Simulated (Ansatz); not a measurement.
Program: Ansatz. Geometries: PBE0-D4/def2-TZVP. ΔE: electronic, gas phase. CCSD(T)/CBS is the MP2 limit (def2-TZVPP, def2-QZVPP) plus CCSD(T) − MP2 in def2-TZVPP, frozen cores. Functionals use def2-TZVPP. B3LYP here is the variant with VWN-RPA as its local correlation; programs differ in this. def2 core potentials past Kr. For Ga, I outer-core shells are correlated without core-valence functions, which leaves a few kJ/mol of doubt a bond. Scalar relativity is left out up to krypton. One conformer a species, not always the lowest.

Reaction (redistribution): `F[SiH](S)[GaH2]` + `BCCI` → `BC[CH2][GaH2]` + `F[SiH](S)I`

`F[SiH](S)[GaH2]`:

```xyz
8

F    -0.832    1.783   -1.051
Si   -0.820    0.272   -0.504
S     0.030   -1.074   -1.929
Ga    0.530    0.044    1.476
H    -2.235   -0.174   -0.444
H     1.302   -0.693   -1.718
H     2.036    0.487    1.393
H    -0.009   -0.645    2.778
```

`BCCI`:

Z-matrix (Å, degrees):
```
C
C 1 1.508
B 1 1.556 2 115.8
H 1 1.100 2 111.2 3 -122.8
H 1 1.100 2 111.2 3 123.0
I 2 2.154 1 113.1 3 179.9
H 2 1.088 1 112.5 3 -61.9
H 2 1.088 1 112.5 3 61.6
H 3 1.197 1 118.9 2 179.9
H 3 1.198 1 122.2 2 -0.2
```

`BC[CH2][GaH2]`:

Z-matrix (Å, degrees):
```
C
C 1 1.531
B 1 1.539 2 114.9
H 1 1.114 2 109.2 3 108.1
H 1 1.096 2 114.6 3 -136.0
Ga 2 1.989 1 105.2 3 -35.5
H 2 1.093 1 112.2 3 -158.6
H 2 1.093 1 110.1 3 82.4
H 3 1.195 1 125.5 2 -159.8
H 3 1.221 1 118.3 2 24.9
H 6 1.573 2 123.0 1 119.8
H 6 1.578 2 117.7 1 -62.1
```

`F[SiH](S)I`:

```xyz
6

F    -1.495    0.618   -0.775
Si   -0.407    0.141    0.284
S     0.583   -1.610   -0.351
I     1.113    2.005    0.587
H    -1.096   -0.178    1.548
H     1.303   -0.976   -1.294
```

```tsv
level	ΔE (kJ/mol)	difference from CCSD(T)/CBS
B3LYP-D4	-86.2	11.4
ωB97X-V	-95.2	2.4
ωB97M-V	-100.1	-2.5
B2PLYP	-89.5	8.1
PBE0	-90.6	7.0
SCS-MP2/def2-TZVPP	-96.8	0.8
CCSD(T)/def2-TZVPP	-93.9	3.7
MP2/def2-QZVPP	-107.2	-9.6
MP2/CBS(def2)	-108.9	-11.3
CCSD/CBS(def2)	-97.2	0.4
CCSD(T)/CBS	-97.6	0
```

Largest T1 diagnostic among the species: 0.013.

The D4 term adds −5.6 kJ/mol with B3LYP and −2.8 kJ/mol with PBE0; it sums over pairs of atoms, weighted by their polarisabilities, and B3LYP, whose exchange is more repulsive, gets the larger term. In def2-TZVPP, CCSD(T) changes the Hartree–Fock value by −8.0 kJ/mol (the triples alone add −0.4 kJ/mol) and MP2 by −19.4 kJ/mol. From PBE to PBE0 (25 % exact exchange), in def2-TZVPP and without D4, ΔE moves by −7.5 kJ/mol.

CCSD(T)/CBS has its own doubt, a few kJ/mol and more with outer-core shells, so smaller differences from it don't rank the levels.
